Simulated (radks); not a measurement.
Neutral molybdenum, configuration [Kr] 4d5 5s1 (the NIST ground configuration).

Calculated with a radial shooting solver on a logarithmic mesh with Libxc functionals: Dirac Kohn-Sham, LDA (Slater exchange, Perdew-Wang correlation), spin-unpolarised, spherical densities, point nucleus; open shells are shared between the two j in proportion to 2j + 1.

Energy parts (Ry):
| part | energy |
|---|---|
| total | -8090.00198 |
| kinetic | 8386.30865 |
| electron-nucleus | -19555.00532 |
| Hartree | 3317.54069 |
| exchange-correlation | -238.84600 |

Orbitals (lengths in bohr, moments of r in powers of bohr; r(max) is where P^2 peaks; r(90%) holds 90 % of the orbital's charge):
[
 {"orbital": "1s1/2", "occ.": "2", "eigenvalue (Ry)": "-1454.219", "r(max)": "0.02290", "r(90%)": "0.0631", "<1/r>": "43.50", "<r^4>": "7.234e-06"},
 {"orbital": "2s1/2", "occ.": "2", "eigenvalue (Ry)": "-205.3963", "r(max)": "0.1299", "r(90%)": "0.238", "<1/r>": "9.900", "<r^4>": "0.001339"},
 {"orbital": "2p1/2", "occ.": "2", "eigenvalue (Ry)": "-189.0869", "r(max)": "0.1009", "r(90%)": "0.214", "<1/r>": "9.884", "<r^4>": "0.0008880"},
 {"orbital": "2p3/2", "occ.": "4", "eigenvalue (Ry)": "-181.2680", "r(max)": "0.1048", "r(90%)": "0.220", "<1/r>": "9.411", "<r^4>": "0.0009941"},
 {"orbital": "3s1/2", "occ.": "2", "eigenvalue (Ry)": "-34.92130", "r(max)": "0.3843", "r(90%)": "0.635", "<1/r>": "3.385", "<r^4>": "0.06941"},
 {"orbital": "3p1/2", "occ.": "2", "eigenvalue (Ry)": "-28.71114", "r(max)": "0.3712", "r(90%)": "0.642", "<1/r>": "3.287", "<r^4>": "0.07178"},
 {"orbital": "3p3/2", "occ.": "4", "eigenvalue (Ry)": "-27.42250", "r(max)": "0.3806", "r(90%)": "0.657", "<1/r>": "3.173", "<r^4>": "0.07891"},
 {"orbital": "3d3/2", "occ.": "4", "eigenvalue (Ry)": "-16.40008", "r(max)": "0.3204", "r(90%)": "0.662", "<1/r>": "2.986", "<r^4>": "0.08235"},
 {"orbital": "3d5/2", "occ.": "6", "eigenvalue (Ry)": "-16.15586", "r(max)": "0.3231", "r(90%)": "0.667", "<1/r>": "2.956", "<r^4>": "0.08492"},
 {"orbital": "4s1/2", "occ.": "2", "eigenvalue (Ry)": "-4.73282", "r(max)": "0.9871", "r(90%)": "1.61", "<1/r>": "1.240", "<r^4>": "2.947"},
 {"orbital": "4p1/2", "occ.": "2", "eigenvalue (Ry)": "-2.96222", "r(max)": "1.052", "r(90%)": "1.81", "<1/r>": "1.116", "<r^4>": "4.650"},
 {"orbital": "4p3/2", "occ.": "4", "eigenvalue (Ry)": "-2.77643", "r(max)": "1.078", "r(90%)": "1.86", "<1/r>": "1.081", "<r^4>": "5.180"},
 {"orbital": "4d3/2", "occ.": "2", "eigenvalue (Ry)": "-0.29825", "r(max)": "1.381", "r(90%)": "3.31", "<1/r>": "0.6983", "<r^4>": "59.51"},
 {"orbital": "4d5/2", "occ.": "3", "eigenvalue (Ry)": "-0.28315", "r(max)": "1.395", "r(90%)": "3.37", "<1/r>": "0.6879", "<r^4>": "64.26"},
 {"orbital": "5s1/2", "occ.": "1", "eigenvalue (Ry)": "-0.31765", "r(max)": "2.924", "r(90%)": "5.34", "<1/r>": "0.3613", "<r^4>": "349.1"}
]

The highest occupied level is 4d5/2 at -3.852 eV. The density falls to 0.001 e/bohr^3 at r = 4.71 bohr. Summed over all electrons, <r^2> = 57.23 bohr^2, which gives a Langevin (diamagnetic) susceptibility term of -45.3 x 10^-6 cm^3/mol.
